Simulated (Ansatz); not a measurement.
The cluster Sc₃⁺. Charge 1, multiplicity 3. Geometry r2SCAN-D4/def2-TZVP; atoms count from 1.

```
atom    x (Å)    y (Å)    z (Å)
 Sc1   1.4875  -0.5613  -0.0610
 Sc2  -1.2013  -0.8605  -0.6261
 Sc3  -0.2862   1.4218   0.6872
```

The charge 1 triplet is spin-contaminated (final ⟨S²⟩ up to 2.81, 2.00 for a pure state). The geometry of the triplet was relaxed on an unsound state (⟨S²⟩ 3.61, where a pure state has 2.00). The structure comes from a short search, and lower isomers may exist.

Question: Estimate the Mulliken populations from the PBE0/def2-TZVP orbitals of Ansatz.

Answer: 
```tsv
atom	charge (e)	spin (α − β)	d electrons
Sc1	0.31	1.23	1.50
Sc2	0.31	1.25	1.50
Sc3	0.38	-0.48	1.50
```
Mulliken values and Mayer orders depend strongly on the basis.

Question: Where does the spin sit?

Answer: Summed by element: Sc 2.00, of 2 unpaired in all. Largest on single atoms: Sc2 1.25, Sc1 1.23, Sc3 -0.48.

Question: And the Mayer bond orders between bonded heavy atoms (over 0.3)?

Answer: Sc1–Sc2 1.40 (2.76 Å); Sc1–Sc3 1.44 (2.76 Å); Sc2–Sc3 1.40 (2.79 Å).
